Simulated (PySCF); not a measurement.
C₂H₆O₃Sn, charge +1, multiplicity 2. Atoms are numbered in the order given.

```xyz
12

O      0.9634    -0.9392     1.5548
Sn     0.2387    -0.1683    -0.1048
O      0.7818     1.7003    -0.3355
O      0.2593    -1.4862    -1.5437
C     -1.8492     0.3124     0.5749
C     -2.1357     1.6185     0.6068
H      0.9810    -1.9133     1.5875
H      1.7398     1.8631    -0.2964
H      0.2630    -1.1202    -2.4450
H     -2.4987    -0.5570     0.7500
H     -1.3781     2.4026     0.7582
H     -3.1659     1.9573     0.3921
```
Charge +1, spin multiplicity 2.

The structure is a stationary point at r2SCAN-D4/def2-SVP. The def2 effective core potentials stand for the cores of Sn; spin–orbit coupling is left out. The values are those of a single conformer.

The numbers are results of IEF-PCM-ωB97X/def2-SVP in PySCF, not measurements.

The values are the electrostatic part of the solvation free energy, E(continuum) − E(gas) at the gas-phase geometry, in a cavity of scaled van der Waals radii (PySCF's table); cavitation and dispersion terms are not included. A continuum can't describe solvent molecules that bind to the metal.

Computed values in water (ε = 78.36), toluene (ε = 2.37), dimethylsulfoxide (ε = 46.83):
```csv
solvent,ε,ΔG(elec) (kcal/mol)
water,78.36,-63.4
toluene,2.37,-35.7
dimethylsulfoxide,46.83,-62.7
```
